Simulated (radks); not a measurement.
Task: Species: Cl IV. Configuration: [Ne] 3s2 3p2 (the NIST ground configuration). Method: Dirac Kohn-Sham, PBEsol, spin-unpolarised, spherical densities, finite nucleus; open shells are shared between the two j in proportion to 2j + 1; Fermi nuclear charge, rms radius 3.3654 fm; computed with a radial shooting solver on a logarithmic mesh with Libxc functionals. Some entries of the table are withheld. Estimate them.

orbital      occ.  eigenvalue (Ry)  <r^2> (bohr^2)
1s1/2           2        -205.2836         0.01116
2s1/2           2              (1)          0.2339
2p1/2           2        -17.46065          0.2036
2p3/2           4        -17.33541          0.2058
3s1/2           2         -4.32037           2.230
3p1/2    0.666667              (2)             (3)
3p3/2     1.33333              (4)             (5)
3d3/2           0              (6)             (7)
3d5/2           0              (8)             (9)
4s1/2           0         -1.49035           12.14

Result: 
(1) 2s1/2 eigenvalue (Ry): -21.83067
(2) 3p1/2 eigenvalue (Ry): -3.32090
(3) 3p1/2 <r^2> (bohr^2): 2.654
(4) 3p3/2 eigenvalue (Ry): -3.30732
(5) 3p3/2 <r^2> (bohr^2): 2.672
(6) 3d3/2 eigenvalue (Ry): -1.90789
(7) 3d3/2 <r^2> (bohr^2): 3.936
(8) 3d5/2 eigenvalue (Ry): -1.90704
(9) 3d5/2 <r^2> (bohr^2): 3.940
